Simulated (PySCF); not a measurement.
# Electric field gradients and quadrupole coupling constants

Species: C6H11NOSi.
Structure used (GFN2-xTB), in Å, numbered top down from 1:
```xyz
20
C6H11NOSi angstrom
C     -1.7606    1.0176    1.2818
C     -1.8521    0.5909    0.0365
C     -0.8580    0.9146   -1.0346
C     -0.1224   -0.3480   -1.5314
C     -1.0587   -1.3125   -2.0534
N     -1.8065   -2.0725   -2.4659
C      0.7081   -0.9806   -0.4021
O      1.7160   -0.0955   -0.0330
Si     2.5442   -0.0019    1.3586
H     -0.9472    1.6473    1.6055
H     -2.4951    0.7634    2.0268
H     -2.6718   -0.0463   -0.2709
H     -0.1084    1.6108   -0.6552
H     -1.3721    1.3753   -1.8830
H      0.5633   -0.0655   -2.3397
H      1.1546   -1.9223   -0.7486
H      0.0543   -1.2037    0.4497
H      3.3547   -1.2021    1.5777
H      3.3196    1.1906    1.0627
H      1.6329    0.1511    2.4966
```

Field gradients from the PBE0/pcSseg-1 density (PySCF, non-relativistic), principal values in atomic units, ordered |Vxx| ≤ |Vyy| ≤ |Vzz|:

```json
{"atom": "N6", "Vxx": "0.4696", "Vyy": "0.5068", "Vzz": "-0.9764"}
{"atom": "O8", "Vxx": "-0.5264", "Vyy": "-1.1920", "Vzz": "1.7184"}
```

Find the asymmetry η = (Vxx − Vyy)/Vzz and the couplings χ = eQV/h (234.96 MHz × Q in barn × V in au), with Q(14N) = 0.02044 b, Q(17O) = −0.0256 b.

| atom | environment | nucleus | η | χzz (MHz) | χxx (MHz) | χyy (MHz) |
| --- | --- | --- | --- | --- | --- | --- |
| N6 | nitrile nitrogen | 14N | 0.04 | -4.689 | 2.255 | 2.434 |
| O8 | silyl ether oxygen | 17O | 0.39 | -10.34 | 3.17 | 7.17 |

The gradient is axial or nearly so (η below 0.05) at N6. 

What is Vzz at O8 in SI units (1 au = 9.71736 × 10²¹ V/m²)?

1.7184 au = 16.698 × 10²¹ V/m².

Were the hydrogens deuterons (Q(2H) = 0.00286 b), χzz would run from 106 kHz (H20 and H18) to 227 kHz (H11).

The structure is a single GFN2-xTB conformer in the gas phase; no vibrational or solvent corrections. GFN2-xTB bond lengths can be off by several hundredths of an ångström, more for odd bonds, and the gradients follow them. The basis is small and wasn't made for field gradients, so the couplings can be 20 % off.
